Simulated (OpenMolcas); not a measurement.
Cl⁺: effect of the basis set

```yaml
Program: OpenMolcas 26.06
Method: CASSCF
Active_space: 4 electrons in 3 orbitals (3p)
State_averaging: 2S+1 = 3 even, 3 roots; 2S+1 = 1 even, 6 roots
Spin-orbit_coupling: RASSI with atomic mean-field integrals over the reference wave functions, term energies averaged over their components
```

A. ANO-RCC-VDZP [4s3p1d], DKH2, point nucleus; cost of the order of 2.5 core-seconds
B. ANO-L-VTZP [5s4p2d1f], non-relativistic, point nucleus; cost of the order of 4 core-seconds
C. ANO-RCC-VTZP [5s4p2d1f], DKH2, point nucleus; cost about 1.9 core-seconds
D. ANO-R2 [5s4p3d1f], X2C, finite nucleus; cost of the order of 2.5 core-seconds
E. ANO-RCC-VQZP [6s5p3d2f1g], DKH2, point nucleus; cost of the order of 2.7 core-seconds
F. ANO-R3 [6s5p4d3f1g], X2C, finite nucleus; cost roughly 2.7 core-seconds

Energies in cm-1 above 3s2 3p4 3P2, the measured ground level; measured values from NIST Handbook of Basic Atomic Spectroscopic Data.

```
      Level      A      B      C      D      E      F  Measured
3s2 3p4 3P2    0.0    0.0    0.0    0.0    0.0    0.0       0.0
3s2 3p4 3P1    660    643    648    647    647    649       696
3s2 3p4 3P0    959    935    941    940    940    943       996
3s2 3p4 1D2  14394  14431  14425  14397  14422  14432     11654
3s2 3p4 1S0  35354  35460  35442  35367  35417  35439     27878
```

Deviations, from unrounded energies. A percentage is the sum of absolute deviations over the sum of measured energies, with the sign that they share, or ± where signs differ.

```csv
Against measurement,Levels,A,B,C,D,E,F
mean absolute deviation (cm-1),4,2600,2600,2600,2600,2600,2600
fine structure of the ground term (%),2,-4.3,-6.7,-6.1,-6.2,-6.3,-5.9
other terms of the ground configuration (%),2,+25.8,+26.2,+26.1,+25.9,+26.1,+26.2
```

A, B, C, D, E, F lie about equally close to measurement. The largest miss of A in the table is 3s2 3p4 1S0, by +7500 cm-1. The ranking rests on the paired levels alone, and a cruder setting can come out closer through cancelling errors.

Among A to F the level of the table that moves most is 3s2 3p4 1S0, by 110 cm-1 (lowest in A, highest in B).

Without dynamic correlation excited terms often stand tens of per cent too high (terms of higher spin than the ground term too low), and those without a measured partner can miss by more than the paired ones. With the s shell closed, the reference lacks s² → p² mixing. Computed and measured levels are paired by configuration, term and J; levels that our copy of the source lacks, or whose pairing is in doubt (as where it misses far off the trend of its configuration), stay unpaired and out of the deviations. Only configurations of the active space appear.
